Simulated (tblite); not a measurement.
Species: C₈H₆O.
SMILES with atom numbers: `[CH:1]#[C:2][C:3](=[CH2:4])[c:5]1[cH:6][cH:7][o:8][cH:9]1` (hydrogens: H10 on C1; H11, H12 on C4; H13 on C6; H14 on C7; H15 on C9)

Cartesian coordinates in Å at the GFN2-xTB level; atoms count from 1:
```xyz
15
C8H6O angstrom
C     -2.8898   -1.1729    0.3507
C     -1.9635   -0.4107    0.3212
C     -0.8744    0.5017    0.2907
C     -1.0621    1.7864    0.6102
C      0.4125   -0.0570   -0.1012
C      1.6666    0.6127   -0.2180
C      2.5593   -0.3305   -0.6115
O      1.9633   -1.5282   -0.7482
C      0.6697   -1.3593   -0.4399
H     -3.7011   -1.8374    0.3774
H     -2.0332    2.1526    0.8953
H     -0.2558    2.4980    0.5968
H      1.8684    1.6474   -0.0341
H      3.6095   -0.2796   -0.8205
H      0.0263   -2.2152   -0.4909
```

Calculated harmonic vibrations of the isolated species, GFN2-xTB (tblite), most abundant isotopes, no scaling. This tight-binding method is rough: wavenumbers can miss measured ones by several per cent, in bad cases by 10 to 20. One conformer, not necessarily the lowest.

Problem. How many normal modes are there?

Solution. 15 atoms, non-linear: 3N − 6 = 39.

Problem. What is the point group of the computed structure, and how do the modes divide by symmetry?

Solution. Cs. The vibrations span 27 a′ + 12 a″.

Problem. How many distinct wavenumbers does the calculation give?

Solution. 39: Cs has no degenerate species.

Problem. How many fundamentals are allowed in the infrared by symmetry?

Solution. 39 of 39: in Cs every mode is allowed. All fundamentals are allowed in the Raman spectrum.

Problem. Which of the modes above 1550 cm⁻¹ are stretches that can be named?

Solution. C=C 1645; C≡C 2260; =C–H 3117, 3146; aromatic C–H 3169, 3174, 3192; ≡C–H 3395; not assigned to one kind of bond 1571 cm⁻¹.

Problem. Zero-point energy?

Solution. Half the sum of the wavenumbers, 23938 cm⁻¹, or 2.968 eV from 39 modes; those above 1550 cm⁻¹ give 1.529 eV of it.

Problem. Treat the ≡C–H stretch at 3395 cm⁻¹ as a diatomic oscillator. What force constant follows, and where would the deuterated bond absorb?

Solution. With μ = 0.930 u, k = μ(2πcν̃)² = 631 N/m; the bond's atoms carry 99 % of the mode, and this is an estimate. Deuterium in place of that H would give μ = 1.725 u and 2492 cm⁻¹ in the same model (not computed).

Problem. Give the mode at 3169.3 cm⁻¹ as a wavelength, a frequency, a period and a quantum of energy.

Solution. 3.155 μm, 95.01 THz, 10.5 fs, 392.9 meV or 37.91 kJ/mol.
